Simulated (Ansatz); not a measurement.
Reactions of C5H6, SMILES `C=CC1=CC1`.

Program: Ansatz. Geometries: PBE0-D4/def2-TZVP. ΔE: electronic, gas phase. CCSD(T)/CBS adds triple-zeta CCSD(T) − MP2 to the extrapolated MP2 energy (def2 sets, frozen cores). This one scheme is used for every species, atoms too. Functionals use def2-TZVPP. B3LYP here is the variant with VWN-RPA as its local correlation; programs differ in this. Open shells (•) are unrestricted, without spin–orbit coupling. Spin–orbit coupling would lower the free atoms: a little for C. def2 core potentials past Kr. Bonds to Br, Sn are less sure, by a few kJ/mol each and by 10 to 20 or more in all where they break to atoms, as the def2 sets lack core-valence functions. Scalar relativity is left out up to krypton. One conformer a species, not always the lowest.

| reaction | CCSD(T)/CBS(def2) (kcal/mol) |
| --- | --- |
| `C=CC1=CC1` → 5 C• + 6 H• | ? |
| `C=CC1=CC1` → `C#C/C=C/C` | -18.5 |
| `C=CC1=CC1` → `C#CC1CC1` | -9.0 |
| `C=CC1=CC1` + `N[SiH2][AlH2]` → `C=CN[SiH2][AlH2]` + `C1=CC1` | ? |
| `C=CC1=CC1` + H₂ → `C1=CC1` + `C=C` | -3.3 |
| `C=CC1=CC1` → `C#CC(=C)C` | -18.6 |
| `C=CC1=CC1` + CH₃OH → `COC1=CC1` + `C=C` | 13.0 |
| `C=CC1=CC1` → `CC1=CC=C1` | ? |
| `C=CC1=CC1` + `[Br][SnH3]` → `C=[CH][SnH2][Br]` + `C1=CC1` | 2.5 |

(1) Fill in the missing values. (Best estimate.)

Largest T1 diagnostic: 0.016, for `C=CN[SiH2][AlH2]`.

Results:

(1) Computed: `C=CC1=CC1` → 5 C• + 6 H•: +1129.4 kcal/mol; `C=CC1=CC1` + `N[SiH2][AlH2]` → `C=CN[SiH2][AlH2]` + `C1=CC1`: -2.8 kcal/mol; `C=CC1=CC1` → `CC1=CC=C1`: +12.7 kcal/mol.
